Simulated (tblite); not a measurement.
Species: diethylphosphinic acid, C4H11O2P.
Geometry (GFN2-xTB, Å), atoms numbered from 1 in this order:
```xyz
18
C4H11O2P angstrom
C     -1.963   -0.676    0.430
C     -1.169    0.618    0.388
P     -0.166    0.693   -1.150
O     -0.941    0.753   -2.396
O      0.708    2.041   -0.941
C      1.092   -0.646   -1.105
C      1.951   -0.628    0.147
H     -2.677   -0.667    1.252
H     -1.304   -1.532    0.558
H     -2.507   -0.799   -0.504
H     -1.839    1.480    0.342
H     -0.526    0.731    1.260
H      0.561    2.592   -1.712
H      1.699   -0.492   -2.001
H      0.570   -1.596   -1.224
H      1.367   -0.895    1.024
H      2.365    0.366    0.300
H      2.772   -1.336    0.055
```

Method: GFN2-xTB as coded in tblite; computed harmonic values from a numerical Hessian at the method's own geometry, unscaled. The method is semi-empirical: single wavenumbers can be off by several per cent or more. One conformer, not necessarily the lowest.

Harmonic wavenumbers (cm⁻¹): 61.1, 88.6, 145.8, 159.1, 188.3, 202.5, 224.1, 259.6, 312.5, 353.4, 362.7, 406.4, 636.0, 715.5, 759.6, 782.8, 803.8, 891.6, 962.6, 973.7, 1005.6, 1009.6, 1083.5, 1088.1, 1208.6, 1210.3, 1235.5, 1256.5, 1279.4, 1406.8, 1408.4, 1438.9, 1443.5, 1493.5, 1496.0, 1497.8, 1499.9, 2950.6, 2957.7, 2981.6, 2996.4, 3022.6, 3026.1, 3028.9, 3035.8, 3038.2, 3044.2, 3581.2.

A = 2298, B = 2023, C = 1495 MHz; mass 122.050 u (most abundant isotopes); point group C1, symmetry number 1.

Task: What is the zero-point energy?

Result: ½Σν̃ = 32507 cm⁻¹ = 388.87 kJ/mol.

Task: Give the ideal-gas entropy at 350 K and 1 bar in the rigid-rotor, harmonic-oscillator model (classical rotation).

Result: Translation 172.11, rotation 120.10, vibration 139.11: S = 431.3 J/(mol K).

Task: And Cp and H(350 K) − H(0)?

Result: Cp = 174.53 J/(mol K), of which vibrations give 141.27 (their classical limit is 48 R = 399.1); H(350 K) − H(0) = 37.58 kJ/mol without the zero-point energy, 25.94 from vibrations.

Task: Blend soft modes into free rotors: weight 1/[1 + (100 cm⁻¹/ν̃)⁴] for the oscillator and the rest for a rotor with moment μB/(μ + B), μ = h/(8π²ν), B = 10⁻⁴⁴ kg m². What vibrational entropy results?

Result: 131.83 J/(mol K) in place of 139.11, which changes −T·S at 350 K by +2.55 kJ/mol.

Task: Which modes carry the vibrational entropy at 350 K?

Result: 61.1 cm⁻¹: 19.82; 88.6 cm⁻¹: 16.76; 145.8 cm⁻¹: 12.69; 159.1 cm⁻¹: 11.99; 188.3 cm⁻¹: 10.65; 202.5 cm⁻¹: 10.08 J/(mol K); the other 42 give 57.12 together.

Task: How do the functions run with temperature in this model?

Result: 
```json
{"T (K)": "100", "S (J/(mol K))": "281.3", "Cp (J/(mol K))": "80.7", "H − H(0) (kJ/mol)": "5.31", "G − H(0) (kJ/mol)": "-22.82", "ln q(vib)": "1.32"}
{"T (K)": "200", "S (J/(mol K))": "350.3", "Cp (J/(mol K))": "120.3", "H − H(0) (kJ/mol)": "15.48", "G − H(0) (kJ/mol)": "-54.58", "ln q(vib)": "3.91"}
{"T (K)": "300", "S (J/(mol K))": "405.8", "Cp (J/(mol K))": "156.4", "H − H(0) (kJ/mol)": "29.31", "G − H(0) (kJ/mol)": "-92.45", "ln q(vib)": "6.54"}
{"T (K)": "500", "S (J/(mol K))": "502.1", "Cp (J/(mol K))": "223.2", "H − H(0) (kJ/mol)": "67.54", "G − H(0) (kJ/mol)": "-183.48", "ln q(vib)": "11.56"}
{"T (K)": "800", "S (J/(mol K))": "622.7", "Cp (J/(mol K))": "290.0", "H − H(0) (kJ/mol)": "145.36", "G − H(0) (kJ/mol)": "-352.83", "ln q(vib)": "18.59"}
{"T (K)": "1000", "S (J/(mol K))": "690.8", "Cp (J/(mol K))": "320.0", "H − H(0) (kJ/mol)": "206.50", "G − H(0) (kJ/mol)": "-484.33", "ln q(vib)": "22.91"}
```

q(vib) and H(0) count from the zero-point level.

Task: What must be added to the electronic energy to get the Gibbs energy at 350 K and 1 bar?

Result: ZPE + [H(350 K) − H(0)] − T·S = 388.87 + 37.58 − 150.96 = 275.49 kJ/mol.

Hindered rotation and anharmonicity are outside this model. Other conformers, if any are populated, would add a mixing term that is left out. The structure is chiral; the term R ln 2 for an equal mix with its mirror image is left out.
